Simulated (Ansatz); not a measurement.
Gas-phase electronic energies from Ansatz, PBE0-D4/def2-TZVP geometries. CBS: MP2 limit from def2 TZ/QZ plus the TZ coupled-cluster correction, frozen cores. This one scheme is used for every species. Functionals use def2-TZVPP. B3LYP here is the variant with VWN-RPA as its local correlation; programs differ in this. HSE06 is defined as in plane-wave codes. def2 core potentials past Kr. For Nb outer-core shells are correlated without core-valence functions, which leaves a few kJ/mol of doubt a bond. Each species was taken in one conformer, which may not be the lowest.

Consider the ligand exchange at the Nb–N bond: `[NH2][Nb](=[O])([OH])[OH]` + HCl → `[O]=[Nb]([OH])([OH])[Cl]` + NH₃.

`[NH2][Nb](=[O])([OH])[OH]`:

Cartesian coordinates in Å:
```
N -1.128 0.410 0.988
Nb 0.149 0.275 -0.505
O -0.212 1.560 -1.550
O 1.944 0.470 0.113
O -0.077 -1.369 -1.446
H -1.839 1.124 1.054
H -1.167 -0.192 1.799
H 2.491 0.013 0.750
H -0.161 -2.290 -1.205
```

HCl:

```xyz
2

Cl    0.435    0.443   -0.152
H    -0.435   -0.443    0.152
```

`[O]=[Nb]([OH])([OH])[Cl]`:

```xyz
7

O     0.867    0.841    1.305
Nb   -0.070    0.310    0.004
O     1.076   -0.445   -1.289
O    -1.273   -1.000    0.631
Cl   -1.212    2.117   -0.870
H     2.033   -0.503   -1.302
H    -1.422   -1.320    1.522
```

NH₃:

Cartesian coordinates in Å:
```
N -0.110 -0.054 -0.254
H -0.745 0.482 0.326
H 0.106 -0.905 0.250
H 0.749 0.477 -0.322
```

```tsv
level	ΔE (kJ/mol)	difference from CCSD(T)/CBS
LDA (SPW92)	-96.9	4.5
revPBE-D4	-102.7	-1.3
B97M-V	-111.7	-10.3
PBE0-D4	-104.9	-3.5
B3LYP-D4	-102.0	-0.6
r2SCAN0-D4	-107.2	-5.8
HSE06-D4	-105.3	-3.9
ωB97M-V	-101.9	-0.5
BLYP	-101.7	-0.3
r2SCAN	-107.9	-6.5
PBE0	-105.3	-3.9
BHLYP	-104.1	-2.7
HF/def2-TZVPP	-106.9	-5.5
MP2/def2-QZVPP	-109.4	-8.0
SCS-MP2/def2-QZVPP	-106.3	-4.9
CCSD/CBS(def2)	-99.2	2.2
CCSD(T)/CBS	-101.4	0
```

Largest T1 diagnostic among the species: 0.022, so the coupled-cluster value is less sure than usual.

Leaving LDA and LC-ωPBE aside and taking each functional with its dispersion term where it has one, the values, not all of them listed here, spread over 12.7 kJ/mol, from B97M-V to CAM-B3LYP-D4. LDA lies +6.9 kJ/mol from PBE without D4.
